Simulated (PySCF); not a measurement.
SiBrF3, SMILES Br[Si](F)(F)F. Atoms are numbered in the order given.

```xyz
5

F      1.2930    -0.7465    -1.3619
Si     0.0000     0.0000    -0.7989
F      0.0000     1.4930    -1.3619
F     -1.2930    -0.7465    -1.3619
Br     0.0000     0.0000     1.3702
```
Charge 0, spin multiplicity 1.

The structure is a stationary point at r2SCAN-D4/def2-SVP.

Level of theory: SMD-M06-2X/def2-SVP (PySCF).

Solvation free energies are E(SMD) − E(gas) at the gas-phase geometry, for 1 M in both phases. Bromine has the revised SMD18 radius of 2.60 Å. In vacuum the dipole moment is 0.86 D.

Estimate the solvation free energies in water, methanol, chloroform. (Estimate from the structure and the level; the computed values follow.)


```json
[
 {"solvent": "water", "ΔG(solv) (kcal/mol)": "0.5", "its non-electrostatic (CDS) part": "2.1", "dipole (D)": "0.95"},
 {"solvent": "methanol", "ΔG(solv) (kcal/mol)": "-2.6", "its non-electrostatic (CDS) part": "-1.1", "dipole (D)": "0.95"},
 {"solvent": "chloroform", "ΔG(solv) (kcal/mol)": "-2.6", "its non-electrostatic (CDS) part": "-1.5", "dipole (D)": "0.93"}
]
```
